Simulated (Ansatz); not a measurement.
`CNBS` + HCl → `SBCl` + CH₃NH₂ at 600 K and 1 bar (ligand exchange at a B–N bond).

Calculated with Ansatz (gas phase, PBE0-D4/def2-TZVP geometries, no zero-point term in ΔE). CBS: MP2 limit from def2 TZ/QZ plus the TZ coupled-cluster correction, frozen cores. This one scheme is used for every species. One conformer a species, not always the lowest.

```tsv
species	CCSD(T)/CBS energy (Eh)	H − E (kJ/mol)	S (J/(mol·K))
`CNBS`	-518.99817	257.5	389.3
HCl	-460.38127	35.4	207.2
`SBCl`	-883.61129	96.4	327.7
CH₃NH₂	-95.75281	199.3	283.8
```

H − E and S are ideal-gas, rigid-rotor, harmonic terms from PBE0-D4/def2-TZVP, for one conformer and one mirror image of each species. 1 Eh = 2625.50 kJ/mol, R = 8.31446 J/(mol·K).

By hand: ΔE, ΔH, ΔS and ΔG.

ΔE = (-883.61129) + (-95.75281) − (-518.99817) − (-460.38127) = 0.01534 Eh = 40.3 kJ/mol. Δ(H − E) = 96.4 + 199.3 − 257.5 − 35.4 = 2.8, so ΔH = 43.1 kJ/mol. ΔS = 327.7 + 283.8 − 389.3 − 207.2 = 15.0 J/(mol·K). ΔG = 43.1 − 600 × (15.0)/1000 = 34.1 kJ/mol.

By hand: the equilibrium constant, and the temperature at which ΔG would vanish if ΔH and ΔS stayed fixed.

log₁₀ K = −ΔG/(RT ln 10) = -3.0. ΔG = 0 at ΔH/ΔS = 2873 K, far beyond where these terms or the molecules hold.

ΔH outweighs TΔS. A doubt of 5 kJ/mol in ΔE shifts log₁₀ K by 0.4 here. Other conformers and mirror images would add mixing entropy, several J/(mol·K) or more a flexible species. These are equilibria of isolated gas molecules and say nothing of rates. Largest T1 diagnostic: 0.013 (customary marks: 0.02 for closed shells, 0.045 for open ones).
